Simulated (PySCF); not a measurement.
C4H8Si2, SMILES C1=C[SiH2]C(=C1)[SiH3].

Geometry: r2SCAN-D4/def2-SVP. This is a generated structure with no PubChem entry under its InChIKey; it may be hypothetical.

Two levels are set side by side: PBE/def2-TZVP (PySCF) and B3LYP/def2-TZVP (PySCF). Same geometry, gas phase. Differences are taken from unrounded values.

| quantity | PBE |
|---|---|
| orbital gap (eV) | 3.18 |
| highest occupied level (eV) | -6.00 |
| lowest empty level (eV) | -2.82 |
| dipole moment (D) | 1.30 |
| mean polarisability (bohr³) | 101.9 |

**Question.** These are the PBE values. What does B3LYP give? (The exact figures need the calculation; the answer reports its results.)

**Answer.** 
| quantity | B3LYP | PBE minus B3LYP |
|---|---|---|
| orbital gap (eV) | 4.64 | -1.46 |
| highest occupied level (eV) | -6.74 | 0.74 |
| lowest empty level (eV) | -2.10 | -0.72 |
| dipole moment (D) | 1.31 | -0.01 |
| mean polarisability (bohr³) | 98.6 | 3.3 |

Without exact exchange PBE keeps part of each electron's self-repulsion, which lifts occupied levels and narrows the gap. PBE's more diffuse valence density responds more strongly to a field. Differences between two approximate levels are no errors against the true value.

Rough cost on one machine, each run with all the roots and properties that it gave: B3LYP against PBE within a factor of 2.
